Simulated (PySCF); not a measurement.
trans-(1R,2R)-1-chloro-2-fluorocyclopropane (C3H4ClF), SMILES [C@H]1(C[C@H]1Cl)F.

Geometry: PBE0-D3(BJ)/def2-SVP.

Two levels are set side by side: TDA-PBE/def2-SVPD (PySCF) and TDA-LC-ωPBE/def2-SVPD (PySCF). Vertical, same geometry. The lowest singlet is HOMO→LUMO 98 % with PBE and HOMO→LUMO 74 % with the other functional; states are paired by order. Differences are taken from unrounded values.

```csv
quantity,TDA-PBE
lowest singlet excitation (eV),6.21
lowest triplet excitation (TDA) (eV),5.64
```

Question: These are the TDA-PBE values. What does TDA-LC-ωPBE give? (The exact figures need the calculation; the answer reports its results.)

Answer: 
```csv
quantity,TDA-LC-ωPBE,TDA-PBE minus TDA-LC-ωPBE
lowest singlet excitation (eV),7.24,-1.03
lowest triplet excitation (TDA) (eV),6.43,-0.78
```

Functionals without exact exchange tend to place singlet excitations lower, as here. Differences between two approximate levels are no errors against the true value.

Rough cost on one machine, each run with all the roots and properties that it gave: TDA-LC-ωPBE against TDA-PBE about 3 times.
